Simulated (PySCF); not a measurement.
Isomers of C8H15B.

All values: PBE0/pcSseg-1 (PySCF) at PBE0-D3(BJ)/def2-SVP geometries, gas phase, one conformer each.

Question: Rank by HOMO–LUMO gap, lowest first.
A. `B1[C@H]2CCC[C@@H]1CCC2`
B. `[CH2:1]=[CH:2][CH2:3][C@@H:4]1[CH2:5][BH:6][CH2:7][CH2:8][CH2:9]1` with C1–C2–C3–C4 -121°, C2–C3–C4–C5 -172°, C3–C4–C5–B6 -165°, C4–C5–B6–C7 20°, C5–B6–C7–C8 -20°, B6–C7–C8–C9 38°
C. `[BH:1]1[CH2:2][CH2:3][CH2:4][C@@H:5]([CH:6]2[CH2:7][CH2:8]2)[CH2:9]1` with C4–C5–C6–C7 -82°, C9–B1–C2–C3 20°, B1–C2–C3–C4 -39°, C2–C3–C4–C5 60°, C3–C4–C5–C6 175°

Answer: B (6.62 eV), A (6.76 eV), C (7.04 eV).

All values together:

| SMILES | μ (D) | HOMO (eV) | LUMO (eV) | lowest IAO charge (e) | highest IAO charge (e) | lowest Hirshfeld charge (e) | highest Hirshfeld charge (e) |
| --- | --- | --- | --- | --- | --- | --- | --- |
| C=CC[C@@H]1CBCCC1 | 0.19 | -7.29 | -0.67 | -0.405 (C) | +0.189 (B) | -0.140 (C) | +0.172 (B) |
| B1CCC[C@@H]1C1CCC1 | 0.37 | -7.72 | -0.69 | -0.405 (C) | +0.179 (B) | -0.141 (C) | +0.167 (B) |
| B1[C@H]2CCC[C@@H]1CCC2 | 0.68 | -7.38 | -0.62 | -0.254 (C) | +0.169 (B) | -0.098 (C) | +0.150 (B) |
| B1CCC[C@@H](C2CC2)C1 | 0.45 | -7.68 | -0.64 | -0.405 (C) | +0.187 (B) | -0.141 (C) | +0.171 (B) |

Conformers: `[CH2:1]=[CH:2][CH2:3][C@@H:4]1[CH2:5][BH:6][CH2:7][CH2:8][CH2:9]1` with C1–C2–C3–C4 -121°, C2–C3–C4–C5 -172°, C3–C4–C5–B6 -165°, C4–C5–B6–C7 20°, C5–B6–C7–C8 -20°, B6–C7–C8–C9 38°; `[BH:1]1[CH2:2][CH2:3][CH2:4][C@@H:5]1[CH:6]1[CH2:7][CH2:8][CH2:9]1` with C4–C5–C6–C7 173°, C5–B1–C2–C3 -11°, B1–C2–C3–C4 30°, C2–C3–C4–C5 -38°, C3–C4–C5–C6 167°; `[BH:1]1[CH2:2][CH2:3][CH2:4][C@@H:5]([CH:6]2[CH2:7][CH2:8]2)[CH2:9]1` with C4–C5–C6–C7 -82°, C9–B1–C2–C3 20°, B1–C2–C3–C4 -39°, C2–C3–C4–C5 60°, C3–C4–C5–C6 175°.
